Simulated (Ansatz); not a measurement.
Isolated molecules relaxed with PBE0-D4/def2-TZVP in Ansatz; ΔE leaves out vibrations. CCSD(T)/CBS is the MP2 limit (def2-TZVPP, def2-QZVPP) plus CCSD(T) − MP2 in def2-TZVPP, frozen cores. DFT in def2-TZVPP. Elements past krypton have def2 core potentials. For In, Se outer-core shells are correlated without core-valence functions, which leaves a few kJ/mol of doubt a bond. Scalar relativity is left out up to krypton. Each species was taken in one conformer, which may not be the lowest.

`C[Se][In]([F])[F]` + `[Cl][InH2]` → `C[Se][InH][Cl]` + `[F][InH][F]`  (formal exchange of groups at the Se–In bond)

`C[Se][In]([F])[F]`:

```xyz
8

C     1.468   -0.049   -0.443
Se    0.500   -1.179    0.840
In   -1.690   -0.090    0.635
F    -1.925    1.420   -0.566
F    -3.348   -0.512    1.534
H     1.470    0.987   -0.118
H     2.486   -0.437   -0.445
H     1.038   -0.141   -1.437
```

`[Cl][InH2]`:

```xyz
4

Cl    0.380   -1.019   -1.777
In   -0.047    0.127    0.222
H     0.896   -0.451    1.519
H    -1.229    1.342    0.036
```

`C[Se][InH][Cl]`:

Cartesian coordinates in Å:
```
C -0.349 -1.114 0.925
Se -0.542 -1.050 -1.026
In 0.343 1.226 -1.430
Cl 0.968 2.261 0.578
H -0.899 -0.300 1.389
H -0.770 -2.070 1.230
H 0.700 -1.064 1.203
H 0.550 2.111 -2.869
```

`[F][InH][F]`:

```xyz
4

F    -1.291   -0.717   -1.107
In    0.093   -0.088    0.089
F     0.102    1.843   -0.031
H     1.096   -1.037    1.049
```

```
        level  ΔE (kJ/mol)
   r2SCANh-D4        -15.8
HF/def2-QZVPP        -10.5
```

Q: What does CCSD(T)/CBS give? (Best estimate.)

A: Ansatz gave: -17.0 kJ/mol. The listed levels differ from it by 1.2, 6.5 kJ/mol.

Largest T1 diagnostic among the species: 0.017.

At CCSD(T), def2-SVP lies +4.3 kJ/mol from the extrapolated value and def2-TZVPP +1.1 kJ/mol. In def2-TZVPP, CCSD(T) changes the Hartree–Fock value by −5.2 kJ/mol (the triples alone add −0.9 kJ/mol) and MP2 by −7.3 kJ/mol. Leaving LDA and LC-ωPBE aside and taking each functional with its dispersion term where it has one, the values, not all of them listed here, spread over 2.5 kJ/mol, from r2SCAN0-D4 to BLYP-D4. LDA lies −6.0 kJ/mol from PBE without D4.
